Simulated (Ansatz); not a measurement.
```xyz
8

F     1.0226   -2.0269   -0.9237
Si   -0.3200   -1.2784   -0.4665
Sb    0.2683    0.4152    1.3792
Se    0.7360    2.2573   -0.3434
H    -0.8990   -0.6146   -1.6613
H    -1.2573   -2.3084    0.0540
H    -1.4047    0.7659    1.5159
H     1.8541    2.7899    0.4459
```

Total charge 0; spin multiplicity 1. Sb: def2 effective core potential.

Task: List the B3LYP/def2-TZVPP orbital energies in eV (the Gaussian-basis code of Ansatz). (Estimate.)

Result: The calculation gave: Occupied: -12351.13, -1800.22, -1580.46, -1418.62, -1418.61, -1418.54, -671.54, -212.75, -156.82, -156.76, -156.54, -155.93, -144.64, -107.74, -107.65, -107.57, -100.00, -99.95, -99.92, -57.62, -57.60, -57.42, -57.37, -57.33, -35.82, -35.77, -35.70, -35.66, -35.61, -32.47, -19.28, -16.09, -14.72, -12.52, -12.43, -12.03, -10.68, -9.66, -9.40, -8.38, -7.27, -6.70. Lowest empty: -1.85, -0.91, -0.36, -0.26, 0.24, 1.50, 1.58, 2.72.

B3LYP here is the variant with VWN-RPA as its local correlation; programs differ in this.
